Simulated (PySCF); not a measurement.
C2H4BF2N, SMILES FB(N)/C=C\F.

Geometry: PBE-D3(BJ)/def2-SVP. The structure was generated by enumeration; whether it is a known compound was not checked. The values are those of a single conformer.

The numbers are results of TDDFT-B3LYP/def2-SVPD run with PySCF 2.14.0, not measurements.

Vertical excitations. Isolated molecule, no solvent. State labels are in the subgroup Cs.

Computed lowest excited states:
```csv
state,symmetry,energy (eV),λ (nm),f,main pairs
S1,A',6.07,204,0.192,HOMO→LUMO 87 %
S2,A",6.72,185,0.000,HOMO→LUMO+1 97 %
S3,A',6.88,180,0.165,HOMO−1→LUMO 84 %
S4,A",7.16,173,0.001,HOMO−2→LUMO 97 %
S5,A",7.33,169,0.041,HOMO→LUMO+2 83 %
S6,A",7.73,160,0.025,HOMO−1→LUMO+1 82 %
S7,A",7.99,155,0.005,HOMO→LUMO+3 87 %
S8,A",8.20,151,0.003,"HOMO→LUMO+4 62 %, HOMO−3→LUMO 15 %, HOMO→LUMO+3 9 %"
S9,A",8.23,151,0.001,HOMO−3→LUMO 81 %
S10,A",8.53,145,0.000,HOMO−1→LUMO+2 86 %
T1,A',3.91,317,0,HOMO→LUMO 88 %
T2,A',5.58,222,0,HOMO−1→LUMO 86 %
T3,A",6.57,189,0,HOMO→LUMO+1 94 %
T4,A",6.63,187,0,HOMO−2→LUMO 97 %
```
Triplets are in the Tamm–Dancoff approximation, which puts them higher than full response would, so one can lie above its singlet here.
